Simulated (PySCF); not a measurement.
Si(H)(SiH3) anion (H4Si2), SMILES [SiH][SiH3] (connectivity only; charge and spin as stated), charge -1, multiplicity 2. Atoms are numbered in the order given.

```xyz
6

Si     0.1052    -1.3028     0.0000
H     -1.4355    -1.3619     0.0000
Si    -0.0006     1.0344     0.0000
H     -0.6875     1.7006     1.1711
H     -0.6875     1.7006    -1.1711
H      1.3458     1.7174     0.0000
```
Charge -1, spin multiplicity 2.

Coordinates come from a ωB97X-D3(BJ)/def2-TZVPD optimisation. The spin state was assumed, not searched. The isomer is the one that the SMILES or the coordinates give; other isomers of the formula were not compared.

Level of theory: B3LYP/def2-TZVPD in PySCF.

Mulliken values depend strongly on the basis, most of all with diffuse functions as here. Atomic charges (e):

```json
[
 {"atom": "Si1", "meta-Löwdin": "-0.57", "Mulliken": "-0.48", "Mulliken spin": "0.90"},
 {"atom": "H2", "meta-Löwdin": "-0.14", "Mulliken": "-0.11", "Mulliken spin": "-0.03"},
 {"atom": "Si3", "meta-Löwdin": "0.16", "Mulliken": "-0.02", "Mulliken spin": "0.09"},
 {"atom": "H4", "meta-Löwdin": "-0.15", "Mulliken": "-0.13", "Mulliken spin": "0.02"},
 {"atom": "H5", "meta-Löwdin": "-0.15", "Mulliken": "-0.13", "Mulliken spin": "0.02"},
 {"atom": "H6", "meta-Löwdin": "-0.15", "Mulliken": "-0.14", "Mulliken spin": "0.00"}
]
```
